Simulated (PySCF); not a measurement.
## Bonding in `ONc1ccccc1`

Species: C6H7NO.
Atom-mapped SMILES: `[OH:1][NH:2][c:3]1[cH:4][cH:5][cH:6][cH:7][cH:8]1` (hydrogens: H9 on O1; H10 on N2; H11 on C4; H12 on C5; H13 on C6; H14 on C7; H15 on C8)

Structure used (PBE0-D3(BJ)/def2-SVP), in Å, numbered top down from 1:
```xyz
15
C6H7NO angstrom
O      2.739   -0.936   -0.288
N      2.054    0.100    0.333
C      0.674    0.098    0.114
C     -0.013   -1.072   -0.231
C     -1.398   -1.047   -0.368
C     -2.119    0.128   -0.165
C     -1.431    1.294    0.173
C     -0.047    1.286    0.310
H      3.111   -1.442    0.444
H      2.492    0.979    0.068
H      0.555   -1.986   -0.404
H     -1.921   -1.967   -0.643
H     -3.205    0.139   -0.275
H     -1.977    2.228    0.330
H      0.484    2.204    0.578
```

Bond orders from the PBE0/pcSseg-1 density (PySCF). Isolated species at its PBE0-D3(BJ)/def2-SVP geometry (one conformer only).

Q: Where do the orders between heavy atoms depart from those drawn in the SMILES?

A: The largest departure is 0.159, at C8–C3 (drawn aromatic, 1.341), counting aromatic bonds as 1.5. The bonds drawn aromatic range from 1.34 to 1.48.

Q: Set the Mayer orders of the bonds between heavy atoms beside their lengths.

A: 
```json
{"bond": "O1–N2", "drawn as": "single", "length (Å)": "1.388", "Mayer order": "0.968"}
{"bond": "N2–C3", "drawn as": "single", "length (Å)": "1.397", "Mayer order": "0.988"}
{"bond": "C3–C4", "drawn as": "aromatic", "length (Å)": "1.400", "Mayer order": "1.371"}
{"bond": "C4–C5", "drawn as": "aromatic", "length (Å)": "1.393", "Mayer order": "1.441"}
{"bond": "C5–C6", "drawn as": "aromatic", "length (Å)": "1.394", "Mayer order": "1.433"}
{"bond": "C6–C7", "drawn as": "aromatic", "length (Å)": "1.396", "Mayer order": "1.417"}
{"bond": "C7–C8", "drawn as": "aromatic", "length (Å)": "1.390", "Mayer order": "1.475"}
{"bond": "C8–C3", "drawn as": "aromatic", "length (Å)": "1.403", "Mayer order": "1.341"}
```

By pair of heavy elements: C–C: lowest C8–C3 (1.341, 1.403 Å), highest C7–C8 (1.475, 1.390 Å).

Q: And the bonds to hydrogen?

A: H–O: 0.94 (1 bond); H–N: 0.93 (1 bond); C–H: 0.94 to 0.97 (5 bonds).

Q: Sum the orders of all bonds at each heavy atom with more than one neighbour and set the sums beside the valence in the SMILES.

A: O1 1.910 (drawn 2), N2 2.888 (drawn 3), C3 3.700 (drawn 4), C4 3.756 (drawn 4), C5 3.835 (drawn 4), C6 3.817 (drawn 4), C7 3.852 (drawn 4), C8 3.777 (drawn 4). Orders between atoms that aren't bonded are not in these sums.

Mayer orders depend on the basis set.

The run behind these numbers computed NMR shieldings as well. Time: 17 s wall. Hardware: an x86-64 server with one thread, on a shared host.
